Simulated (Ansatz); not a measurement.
Geometry optimisation, RKS LDA/def2-SVP in Ansatz.

input.yaml

```yaml
crystal:
  periodic: [false, false, false]
  atoms:
    - { symbol: F, position_ang: [-1.9048, -0.6284, 1.8172] }
    - { symbol: C, position_ang: [-0.9007, -0.1559, 1.102] }
    - { symbol: "N", position_ang: [-0.7583, -0.6749, -0.0699] }
    - { symbol: Si, position_ang: [0.7309, -0.0645, -0.9073] }
    - { symbol: F, position_ang: [1.7988, 0.1945, 0.1696] }
    - { symbol: Cl, position_ang: [0.2005, 1.6965, -1.8443] }
    - { symbol: H, position_ang: [-0.2371, 0.6197, 1.5873] }
    - { symbol: H, position_ang: [1.1628, -1.0441, -1.9103] }
basis:
  gaussian: { orbitals: def2-SVP }
hamiltonian:
  xc: lda
relax:
  f_tol: 0.015
  max_steps: 40
```

Command:

```bash
$ ansatz run input.yaml --threads 2 --pin off --max-ram 3072MiB --backend cpu --events-out ev --progress --plain --runs-dir out
```

Question: Where does it end, and by what steps?

Answer: The forces met the threshold. After 11 steps the energy has fallen by 0.435 eV; H7 moved furthest, 0.61 Å.

```
step  energy less start (eV)  largest force component (eV/Å)  accepted
   0                  0.0000                           4.269       yes
   1                 -0.2293                           2.107       yes
   2                 -0.3451                           1.164       yes
   3                 -0.4036                           0.239       yes
   4                 -0.4182                           0.203       yes
   5                 -0.4288                           0.154       yes
   6                 -0.4321                           0.233       yes
   7                 -0.4299                           0.656        no
   8                 -0.4343                           0.089       yes
   9                 -0.4349                           0.028       yes
  10                 -0.4350                           0.018       yes
  11                 -0.4350                           0.012       yes
```

```xyz
8
Properties=species:S:1:pos:R:3
F -2.026 -0.559 1.758
C -0.895 -0.242 1.158
N -0.756 -0.348 -0.079
Si 0.666 0.031 -0.956
F 1.837 0.478 0.071
Cl 0.276 1.613 -2.175
H -0.146 0.112 1.909
H 1.137 -1.142 -1.741
```

The run took 33 s on 2 threads of AMD EPYC 7R43 64-Core Processor (Zen 3) (shared host), peak memory 0.18 GiB.
